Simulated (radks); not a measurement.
Numerical settings for the gadolinium ion Gd+, [Xe] 4f7 5d1 6s1. Calculated with a radial shooting solver on a logarithmic mesh with Libxc functionals: scalar-relativistic Kohn-Sham, r2SCAN, spin-polarised, spherical densities, finite nucleus; open shells are filled with parallel spins first (spin-orbit coupling, left out, can overturn this in heavy ions); meta-GGA in the generalised Kohn-Sham scheme; Fermi nuclear charge, rms radius 5.1569 fm. The defaults (mesh step 0.008 in ln r, mesh end at 40 bohr or more with all orbitals vanishing there, Anderson mixing 0.5 over 9 steps, residual threshold near 1e-9 with the energy settled to 1e-9 hartree or 1e-11 of itself, here a cap of 99 iterations) give E = -11271.690 hartree and 5d at -8.961 eV in 11 iterations. Run on one thread of a shared host, so times are rough (Arm Neoverse V1): 0.25 s of CPU time, 0.25 s wall, 11 iterations on 2360 mesh points. Changes against that run (0 stands for a change within the tolerance of the run):

| setting | iterations | converged | E (mhartree) | e(5d) (meV) | CPU (s) |
|---|---|---|---|---|---|
| mesh step in ln r 0.08 | 2 | no | diverged | - | 0.02 |
| mesh step in ln r 0.05 | 11 | yes | -0.684 | -0.17 | 0.05 |
| mesh step in ln r 0.005 | 13 | yes | 0 | +0.0159 | 0.43 |
| mesh end (bohr) 5 | 11 | yes | +124 | +1.97e+03 | 0.23 |
| mesh end (bohr) 400 | 11 | yes | 0 | 0 | 0.25 |
| residual threshold 0.01 | 9 | yes | -0.00451 | +5.08 | 0.22 |
| residual threshold 0.001 | 9 | yes | -0.00451 | +5.08 | 0.22 |
| mixing 1 | 12 | yes | 0 | +0.0156 | 0.26 |
| linear mixing, mixing 0.2 | 62 | yes | +0.00112 | +0.0354 | 1 |
| linear mixing, mixing 0.05 | 99 | no | +4.95 | -9.31 | 1.7 |
| mixing history 20 | 11 | yes | 0 | 0 | 0.25 |
| iteration cap 2 | 2 | no | +891 | -7.79e+03 | 0.07 |

Settings that end as converged yet miss the energy by more than 1 mhartree: mesh end (bohr) 5 (+0.124 hartree). A mesh that ends early acts as a hard wall.
